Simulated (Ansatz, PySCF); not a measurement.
Sn(H)2(Br)(OMe) (CH5BrOSn), SMILES C[O][SnH2][Br].

Geometry: B3LYP-D3(BJ)/def2-SVP. The structure was generated by enumeration; whether it is a known compound was not checked. The def2 effective core potentials stand for the cores of Sn; spin–orbit coupling is left out. One conformer was computed; it need not be the lowest.

Vertical ionisation energy (IE) and electron affinity (EA) in eV. Rows of orbital energies are one-electron estimates. Where ΔSCF, EOM or ADC give a negative EA the extra electron is unbound and the value depends on the basis.

```tsv
level	IE	EA
−ε(HOMO), −ε(LUMO), B3LYP/def2-TZVP (PySCF)	7.67	1.64
−ε(HOMO), −ε(LUMO), PBE/def2-TZVP (PySCF)	6.36	2.22
ΔSCF, PBE0/def2-SVPD (Ansatz), final states of multiplicity 2 and 2	9.91	-0.17
ΔSCF, PBE/def2-SVPD (Ansatz), final states of multiplicity 2 and 2	?	?
```

### Question
Complete the blanks. (An estimate is asked for; the answer gives what the named calculation found.)

### Answer

- ΔSCF, PBE/def2-SVPD (Ansatz, a first-principles code), final states of multiplicity 2 and 2, IE: 9.45
- ΔSCF, PBE/def2-SVPD (Ansatz), final states of multiplicity 2 and 2, EA: -0.05

### Question
What vertical singlet–triplet gap does ΔSCF give with PBE0/def2-SVPD (Ansatz) and with PBE/def2-SVPD (Ansatz)? (Estimate from the structure and the level; the computed values follow.)

### Answer
5.04 and 4.47 eV (triplet above singlet where positive).
